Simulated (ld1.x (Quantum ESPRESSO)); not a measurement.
# What one change does to a pseudopotential (zinc, PAW)

| Item | Value |
| --- | --- |
| Element | Zn |
| Generator | ld1.x (Quantum ESPRESSO) 7.5 |
| Type | PAW |
| Functional | LDA (PZ) |
| Relativity | scalar-relativistic |
| Frozen core | [Ne] |
| Valence charge | 20 |
| Reference configuration | 3s2 3p6 3d9 4s0 4p0 (charge +3) |
| Partial waves | 3s (bound): rcut 0.95, rcutus 1.05 bohr; 4s (bound, empty): rcut 0.95, rcutus 1.05 bohr; 3p (bound): rcut 1.10, rcutus 1.45 bohr; 4p (bound, empty): rcut 1.10, rcutus 1.45 bohr; 3d (bound): rcut 0.95, rcutus 1.20 bohr; 3d channel at -3.15 Ry: rcut 0.95, rcutus 1.20 bohr |
| Local potential | all-electron potential smoothed inside 0.85 bohr (lloc = -1) |
| Core correction | Bessel-smoothed model core, default radius (core density twice the valence density) |
| Augmentation charge | PSQ, inside the norm-conserving radii |

Change: all radii but the core radius scaled by about 1.23 (s 1.30, p 1.78, d 1.48 bohr, rcut 1.18/1.36/1.18); local potential all-electron potential smoothed inside 1.04 bohr (lloc = -1).

Cutoffs: the cutoffs (Ry, on a coarse ladder) from which the occupation-weighted sum of valence levels, in a spherical-Bessel basis at the reference potential, stays within 10 and 1 mRy of its value at 400 Ry; they do not see the model core or the augmentation charge, which bear on the density cutoff. Errors are all-electron minus pseudo energies relative to the spin-unpolarised reference configuration.

How do hardness, ghosts and transferability respond?

The potential gets softer (100 Ry and 180 Ry → 50 Ry and 90 Ry); the number of tests with a reliable result goes from 9 to 4 (the test run of the changed file stopped, so its transferability is not established); of the 4 tests that both files solve, the error grows in 2 and shrinks in 2 by more than 15 % and 0.3 meV (median size 4.8 → 8.0 meV); neither file shows a bound ghost. A larger radius leaves more room for a smooth pseudo-wave, so fewer plane waves are needed.

```csv
quantity,base,changed
"cutoff, loose",100 Ry,50 Ry
"cutoff, tight",180 Ry,90 Ry
loose cutoff by channel (10 mRy a level),"s 45 Ry, p 35 Ry, d 70 Ry","s 30 Ry, p 25 Ry, d 40 Ry"
bound ghosts,none,none
tests with a reliable result,9 of 9,4 of 9 (the test run stopped)
"error for 3s2 3p6 3d10 4s2 4p0, meV [ΔE -69.85 eV]",+6.7,+5.4
"error for 3s2 3p6 3d10 4s1 4p0, meV [ΔE -59.66 eV]",+5.8,+0.2
"error for 3s2 3p6 3d10 4s0 4p0, meV [ΔE -40.89 eV]",+3.8,-11
"error for 3s2 3p6 3d9 4s2 4p0, meV [ΔE -51.64 eV]",+3.8,+11
lowest overlap eigenvalue by channel,"s 0.08, p 0.74, d 0.97","s 0.00, p 0.70, d 1.00"
```
